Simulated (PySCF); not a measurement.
The calculation used PBE0/pcSseg-1 in PySCF (dipole) on a GFN2-xTB geometry, gas phase. Rigid rotors, one computed conformer each.

Species:
1. `[CH3:1][CH2:2][P:3]1[C:4]([SiH3:5])=[C:6]1[O:7][CH3:8]` with C1–C2–P3–C4 -83°, C4–C6–O7–C8 -179°
2. `[O:1]=[S:2](=[O:3])([OH:4])[C@@H:5]1[CH2:6][C@H:7]1[F:8]` with O1–S2–O4–H -16°, O1–S2–C5–C6 -79°
3. `[CH3:1][CH2:2][C:3]([CH3:4])([CH3:5])[SiH:6]1[NH:7][SiH2:8][NH:9]1` with C1–C2–C3–C4 67°, C2–C3–Si6–N7 86°

Rotational constants (MHz) and dipole components (D):

```tsv
set	A	B	C	μa	μb	μc
P	3520	1197	1120	1.37	2.99	1.15
Q	1972	804.8	697.1	0.27	0.03	0.15
R	1344	1161	704.9	1.78	0.84	1.04
```

Which set belongs to which species?

P = 2, Q = 3, R = 1.

- 1 (set R): mass 146.0 u, 8 heavy atoms, longest extent 7.1 Å, C1, asymmetric top, Ia, Ib, Ic = 376.0, 435.2, 716.9 u·Å².
- 2 (set P): mass 140.0 u, 8 heavy atoms, longest extent 5.1 Å, C1, near-prolate asymmetric top, Ia, Ib, Ic = 143.6, 422.3, 451.3 u·Å².
- 3 (set Q): mass 160.1 u, 9 heavy atoms, longest extent 7.3 Å, C1, asymmetric top, Ia, Ib, Ic = 256.3, 628.0, 724.9 u·Å².

Point groups hold within 0.08 Å; constants that symmetry makes equal can differ a little in the computed geometry, and forbidden dipole components can keep a residue. No structure here is proved a minimum.
